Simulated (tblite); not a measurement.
A tight-binding relaxation on `[SiH3]C/C(Br)=[C](/[SiH3])[GeH3]`.

Computed with GFN2-xTB geometry optimisation, gas phase (tblite 0.8.0). Start geometry: from a force field or distance geometry. The input is one job of a driver script: a line of settings, then coordinates in Å.

Command:
```bash
OMP_NUM_THREADS=1 python probes_run.py task.json out
```

Input:
```
{"job": {"kind": "relax", "xc": "GFN2-xTB", "basis": "xTB"}, "charge": 0, "multiplicity": 1}
Si    -2.690800    -0.082600     0.283200
C     -1.261800     0.530600    -0.753400
C     -0.180200    -0.483100    -0.569600
Br    -0.555600    -2.287400    -1.125900
C      0.995300    -0.147500    -0.049400
Si     2.228800    -1.500400     0.096000
Ge     1.334400     1.664100     0.471500
H     -2.413900    -1.423100     0.771100
H     -2.895700     0.875700     1.379000
H     -3.890600    -0.071500    -0.548800
H     -1.560600     0.464900    -1.831900
H     -0.979100     1.557500    -0.544800
H      2.271700    -2.238000    -1.151100
H      3.528400    -0.881700     0.451700
H      1.860800    -2.345900     1.248500
H      2.781400     1.785100     1.038000
H      1.118400     2.573400    -0.758500
H      0.300100     2.016400     1.582800
```

Output:
```
step      E/eV     max force
  0    -583.58760    2.053
  1    -583.73038    0.818
  2    -583.80787    0.772
  3    -583.85876    0.558
  4    -583.89915    0.485
  5    -583.92152    0.310
  6    -583.94058    0.350
  7    -583.95775    0.386
  8    -583.97466    0.358
  9    -583.98939    0.361
... (122 lines left out)
132    -584.10977    0.041
133    -584.11013    0.033
134    -584.11036    0.028
135    -584.11057    0.024
136    -584.11070    0.022
137    -584.11079    0.022
138    -584.11087    0.018
139    -584.11095    0.020
140    -584.11102    0.016
141    -584.11105    0.009
```

«max force» is the largest atomic force in eV/Å.

From which step on does the largest force stay under 0.1 eV/Å, and how much energy is left to gain from there?

From step 120 (0.064 eV/Å), 10.5 meV above the end.

Main results: energy lowered by 12.1 kcal/mol over 141 steps; largest atomic force 0.009 eV/Å at the end.

Give the final coordinates.

0.511 Å rms from the input after alignment:
```
atom  x, y, z in Å
Si1   -2.7086   -0.0059    0.3958
C2    -1.3636    0.2915   -0.9396
C3    -0.1690   -0.5356   -0.6794
Br4   -0.4263   -2.3869   -1.2069
C5     0.9731   -0.1834   -0.1038
Si6    2.3499   -1.4420    0.2043
Ge7    1.2371    1.6775    0.4361
H8    -3.1843   -1.3833    0.2997
H9    -2.0997    0.2409    1.7045
H10   -3.7872    0.9442    0.1241
H11   -1.7827    0.0586   -1.9198
H12   -1.0791    1.3473   -0.9357
H13    2.7765   -2.0014   -1.0787
H14    3.4634   -0.7316    0.8383
H15    1.8368   -2.4832    1.0964
H16    2.5933    1.8473    1.0382
H17    1.1353    2.6168   -0.7309
H18    0.2261    2.1354    1.4458
```

Estimate the wall time. Hardware: an Arm Neoverse V2 with one thread, shared host.

About 1.3 s.
Labels such as C1 count atoms from 1, the log's own numbers from 0.
